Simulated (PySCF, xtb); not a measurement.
Hf(OH)(NH2)3 (H7HfN3O), SMILES [NH2][Hf]([NH2])([NH2])[OH], multiplicity 1. One conformer was computed; it need not be the lowest.

Harmonic wavenumbers (cm⁻¹) from GFN2-xTB run with xtb 6.7.1 at its own minimum, in rising order: 37, 48, 76, 92, 103, 116, 140, 155, 223, 346, 381, 400, 414, 456, 469, 477, 492, 500, 519, 524, 1524, 1530, 1532, 3265, 3271, 3282, 3287, 3291, 3306, 3577.

Q: What does PBE-D3(BJ)/def2-SVP (PySCF 2.14.0) give at its own minimum? (Estimate from the structure and the level; the computed values follow.)

A: 79, 79, 144, 144, 147, 189, 189, 304, 304, 361, 431, 449, 449, 469, 485, 485, 599, 599, 614, 670, 1458, 1459, 1459, 3454, 3454, 3455, 3544, 3544, 3544, 3902. Paired by order, the mean absolute difference is 102 cm⁻¹ and the zero-point energies are 48.4 and 52.1 kcal/mol.
